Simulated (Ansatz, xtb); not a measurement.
# C7H5F: which of two isomers lies lower

Structure X is `C#CC1=CC=C[C@@H]1F`, a singlet and structure Y is `FC1C2=CC=CC=C21`, a singlet. Both are isolated molecules in the gas phase, relaxed with B3LYP-D3(BJ)/def2-SVP.

Energies in hartree; the thermal terms are from GFN2-xTB frequencies at re-optimised GFN2-xTB minima (ideal gas, soft modes damped towards free rotors, one conformer each, 298.15 K, 1 atm) and include the zero-point energy:

|  | X | Y |
| --- | --- | --- |
| E, CCSD(T)/def2-SVP | −368.199967 | −368.211999 |
| E, MP2/def2-SVP | −368.109416 | −368.129795 |
| E, MP2/def2-TZVPP | −368.781641 | −368.799193 |
| zero-point energy | 0.091335 | 0.094016 |
| H(298 K) − E | 0.099513 | 0.101100 |
| G(298 K) − E | 0.059814 | 0.063772 |

Q: Correct the CCSD(T) difference for the basis set by the MP2 change, then work out ΔE, ΔE₀, ΔH and ΔG for X → Y in kcal/mol (1 Eh = 627.51 kcal/mol) and the equilibrium ratio [Y]/[X].

A: 1. Differences Y − X: CCSD(T) −0.012032, MP2 in the small set −0.020379, MP2 in the large set −0.017552 Eh.
2. ΔE = −0.012032 + (−0.017552 − (−0.020379)) = −0.009205 Eh = −5.78 kcal/mol.
3. ΔE₀ = ΔE + ΔZPE = −0.009205 + (+0.002681) Eh = −4.09 kcal/mol.
4. ΔH = ΔE + (+0.001587) Eh = −4.78 kcal/mol.
5. ΔG = ΔE + (+0.003958) Eh = −3.29 kcal/mol, so ΔS = (ΔH − ΔG)/T = −20.9 J/(mol K).
6. kT = 0.9442 mEh, so K = [Y]/[X] = exp(−ΔG/kT) = exp(+5.56) ≈ 260.

Structure Y is favoured at this temperature. An error of 1 kcal/mol in ΔG would change K by a factor of 5.4. Mirror images and further conformers aren't counted.

As drawn, Y has 1 C–C, 1 C=C in place of 1 C≡C. Structure X has a 5-membered ring, Y a 3-membered ring and a 6-membered ring.

Other levels gave ΔE = −7.9 (GFN2-xTB); −5.6 (HF/STO-3G, GFN2-xTB geometries); −16.9 (r2SCAN-D4/def2-SVP, GFN2-xTB geometries); −13.0 (B3LYP-D3(BJ)/def2-SVP); −4.7 (HF/def2-SVP); −12.8 (MP2/def2-SVP); −7.6 (CCSD(T)/def2-SVP) kcal/mol. The correlated steps freeze 8 core orbitals. Programs: Ansatz 0.2.0, xtb 6.7.1.
